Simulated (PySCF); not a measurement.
B(Cl)(GeH3)(OH) (BClGeH₄O), SMILES O[B](Cl)[GeH3]. Heavy atoms are numbered as in [B:1]([Cl:2])([GeH3:3])[OH:7]. Hydrogens are named by the atom that carries them.

Coordinates come from a B3LYP-D3(BJ)/def2-SVP optimisation. The structure was generated by enumeration, and PubChem lists no compound with its InChIKey, so it may never have been made. The values are those of a single conformer.

Computed with PBE/pcSseg-1 run with PySCF.

GIAO shieldings, no solvent; atoms alike by connectivity are averaged. δ = σ(ref) − σ: ¹¹B against BF3 (σ = 83.9 ppm); ³⁵Cl against HCl (σ = 936.5 ppm); ⁷³Ge against GeH4 (σ = 1614.4 ppm); ¹H against TMS (σ = 31.49 ppm); ¹⁷O against H2O (σ = 334.3 ppm), references at their B3LYP-D3(BJ)/def2-TZVP geometries, non-relativistic (without spin–orbit terms, shifts of atoms bonded to Cl or Br come out too high).

Computed chemical shifts:
| nucleus | atoms | count | δ (ppm) |
|---|---|---|---|
| ¹¹B | B1 | 1 | 36.4 |
| ³⁵Cl | Cl2 | 1 | 279.1 |
| ⁷³Ge | Ge3 (GeH3) | 1 | -7.3 |
| ¹H | H on O7 | 1 | 6.70 |
| ¹H | H on Ge3 | 3 | 3.95 |
| ¹⁷O | O7 (OH) | 1 | 231.0 |
